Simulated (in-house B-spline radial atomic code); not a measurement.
RPA and G0W0 on BLYP: Cu II (Cu+)

Configuration [Ar] 3d10, mean-field start BLYP. Computed with an all-electron radial atomic-structure program (B-spline basis): all electrons, non-relativistic, point nucleus, each spin shell either full or empty, empty states to l = 9 with an (l + 1/2)⁻⁴ tail; G0W0 by contour deformation at full frequency.

Command:
```bash
python run_gw.py task.json out
```
Settings (radii: box in bohr, nucleus in fm):
```
Z                        29
electrons                28
configuration            [Ar] 3d10
hamiltonian              nr
method                   b88,lyp
lmax                     9
spin_polarised           False
box_radius               23.78
intervals                53
```

Run time, properties included: 2.4 s on 1 thread of Arm Neoverse N1, on a shared host.

Energies (hartree):

| term | value |
| --- | --- |
| mean-field total | -1640.34740 |
| Hartree-Fock functional on these orbitals | -1638.68609 |
| direct second order | -2.8373 |
| second-order exchange | 0.78537 |
| SOSEX correction | 0.67677 |

(1) What is the RPA correlation energy, and what remains with SOSEX?

Quasi-particle levels (eV):

```
level  occupied  mean field  Σx - vxc     Σc  QP weight    G0W0
   3d       yes     -13.814    -10.39      ?          ?       ?
   4s        no     -11.810      5.64  -1.80      0.924  -7.974
```

G0W0 = mean field + (Σx - vxc) + Σc, with Σc (partial-wave tail included) taken at the quasi-particle energy. Only the outer levels were computed. Levels of low weight are left out.

(2) Where does G0W0 put 3d?

Answers

(1) RPA gives -2.1848 hartree (-2.12 eV per electron); RPA + SOSEX gives -1.508, and the second-order doubles -2.0519 hartree (no singles). RPA lacks exchange-type terms and so overcorrelates at short range.

(2) At -20.159 eV, with Σc = 4.04 eV and a quasi-particle weight of 0.733. The tabulated removal energy is 20.292 eV (NIST, measured); the calculation leaves out relativity, Breit and QED terms, and what these don't explain is the method's own error.
